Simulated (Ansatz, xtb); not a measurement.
# Two structures of C2H11BO2Si

Structure I: `C[BH2-][OH+][Si@@H](C)O`, a singlet. Structure II: a singlet given by its coordinates. Both are gas-phase species (loosely bound parts included), relaxed with PBE0-D4/def2-SVP; the shapes shown needn't be the lowest conformers.

I (Å):

```xyz
17

C     0.6733    0.7382   -2.1659
C    -2.3597    0.1118    2.0552
B    -0.5661    1.6252   -1.6861
O    -0.8189    1.2737   -0.0838
O    -3.5131    1.4316   -0.1869
Si   -2.2893    0.4176    0.2307
H     0.8685    0.9325   -3.2340
H     0.5066   -0.3488   -2.0676
H     1.6132    0.9853   -1.6381
H    -1.6539    1.2784   -2.1629
H    -0.4180    2.8367   -1.7107
H    -0.0068    1.0987    0.4057
H    -2.2326   -0.8272   -0.5752
H    -2.3448    1.0624    2.6096
H    -1.5211   -0.5149    2.3971
H    -3.2930   -0.4144    2.3092
H    -3.4769    1.7466   -1.0987
```

II (Å):

```xyz
17

C    -0.6807    2.4757    0.5664
C    -0.3155   -2.4962   -0.4088
B    -0.3038   -0.9953    0.0966
O    -0.2189    0.0041   -0.9019
O    -2.0424   -0.7714    0.6431
Si    0.3681    1.5446   -0.6886
H    -0.3297    3.5140    0.6791
H    -0.6174    2.0027    1.5605
H    -1.7371    2.5221    0.2531
H     1.7899    1.5270   -0.2260
H     0.2903    2.2368   -2.0090
H     0.2338   -0.7424    1.1729
H     0.7073   -2.7714   -0.7177
H    -0.6227   -3.2104    0.3704
H    -0.9581   -2.6400   -1.2947
H    -2.0832    0.1069    1.0464
H    -2.5104   -0.6811   -0.2002
```

Close contacts (Å): C1–Si6 1.88, C2–B3 1.58, B3–O4 1.42, B3–O5 1.84, O4–Si6 1.66, C1–H7 1.10, C1–H8 1.10, C1–H9 1.10, C2–H13 1.10, C2–H14 1.10, C2–H15 1.10, B3–H12 1.23, O5–H16 0.97, O5–H17 0.97, Si6–H10 1.50, Si6–H11 1.49.

Quicker runs give these differences E(II) − E(I): GFN2-xTB +5.52 kcal/mol; HF/STO-3G +7.23 kcal/mol (at GFN2-xTB geometries); r2SCAN-D4/def2-SVP −1.78 kcal/mol (at GFN2-xTB geometries).

Q: Which of the two would you expect CCSD(T)/def2-SVP + ΔMP2/def2-TZVPP electronic energies to favour?

A: CCSD(T)/def2-SVP + ΔMP2/def2-TZVPP gives E(II) − E(I) = +1.63 kcal/mol, favouring structure I, but this leans on the basis-set step: CCSD(T) alone gives −4.01 kcal/mol.

How the difference moves with the method:

```
                             level          geometry  E(II) − E(I) (kcal/mol)  departure from the last row (kcal/mol)  job, with rough time for the two
                          GFN2-xTB          GFN2-xTB                     +5.52                                   +3.90              optimisation, 0.86 s
                         HF/STO-3G          GFN2-xTB                     +7.23                                   +5.61              single point, 0.86 s
                r2SCAN-D4/def2-SVP          GFN2-xTB                     −1.78                                   −3.41                single point, 11 s
                  PBE0-D4/def2-SVP  PBE0-D4/def2-SVP                     −2.71                                   −4.34             optimisation, 9.5 min
                       HF/def2-SVP  PBE0-D4/def2-SVP                     −4.23                                   −5.86           part of the CCSD(T) run
                      MP2/def2-SVP  PBE0-D4/def2-SVP                     −3.34                                   −4.96           part of the CCSD(T) run
                  CCSD(T)/def2-SVP  PBE0-D4/def2-SVP                     −4.01                                   −5.64                      single point
CCSD(T)/def2-SVP + ΔMP2/def2-TZVPP  PBE0-D4/def2-SVP                     +1.63                                                     single point, 3.6 min
```

r2SCAN-D4/def2-SVP, PBE0-D4/def2-SVP, HF/def2-SVP, MP2/def2-SVP, CCSD(T)/def2-SVP put the two in the other order. The largest departure from CCSD(T)/def2-SVP + ΔMP2/def2-TZVPP is that of HF/def2-SVP, 5.86 kcal/mol. The last row adds to CCSD(T) the change of the MP2 difference between the two basis sets, here +5.64 kcal/mol, a large step that makes the value less sure.

With thermal terms from frequencies at re-optimised GFN2-xTB minima (ideal gas, soft modes damped towards free rotors, one conformer each, 298.15 K, 1 atm): the zero-point term adds −1.13 kcal/mol; ΔH is +0.94 and ΔG −0.16 kcal/mol.

The correlated steps freeze 10 core orbitals. Mirror images aren't counted in ΔG. Codes used: Ansatz 0.2.0, xtb 6.7.1; the last row on 2 threads of Arm Neoverse N1 on a shared host.
